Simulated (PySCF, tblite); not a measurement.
Parent: `[CH3:1][O:2][Si@H:3]([NH2:4])[SiH3:5]` with C1–O2–Si3–N4 -59°, O2–Si3–N4–H 53° and -168°, CH9NOSi2.

The geometries are computed with GFN2-xTB (gas phase). One conformer each, not checked by frequencies here.

```json
{"coordinate of the parent": "C1–O2", "value": "1.392 Å"}
{"coordinate of the parent": "O2–Si3", "value": "1.627 Å"}
{"coordinate of the parent": "Si3–N4", "value": "1.732 Å"}
{"coordinate of the parent": "Si3–Si5", "value": "2.285 Å"}
{"coordinate of the parent": "C1–O2–Si3", "value": "128.4°"}
{"coordinate of the parent": "O2–Si3–N4", "value": "109.3°"}
{"coordinate of the parent": "O2–Si3–Si5", "value": "103.2°"}
{"coordinate of the parent": "N4–Si3–Si5", "value": "109.4°"}
```

Question: How does the shared frame change in `[NH2:1][Si@@H:2]([SiH3:3])[c:4]1[cH:5][cH:6][cH:7][cH:8][cH:9]1` with H–N1–Si2–Si3 53° and -169°, N1–Si2–C4–C5 -38°, C6H11NSi2? Atoms pair as Si3 = Si2, N4 = N1, Si5 = Si3 (parent first).

Answer: 
```tsv
parent	relative	value in the relative	change
Si3–N4	Si2–N1	1.730 Å	-0.002
Si3–Si5	Si2–Si3	2.309 Å	+0.024
N4–Si3–Si5	N1–Si2–Si3	107.7°	-1.7
```

Of the parent's bonds, Si3–Si5 changes most (+0.024 Å). Bonds of the relative outside the shared frame: Si2–C4 1.890, C4–C5 1.391, C5–C6 1.383, C6–C7 1.385, C7–C8 1.385, C8–C9 1.383, C4–C9 1.390 Å. Point group C1 → C1.
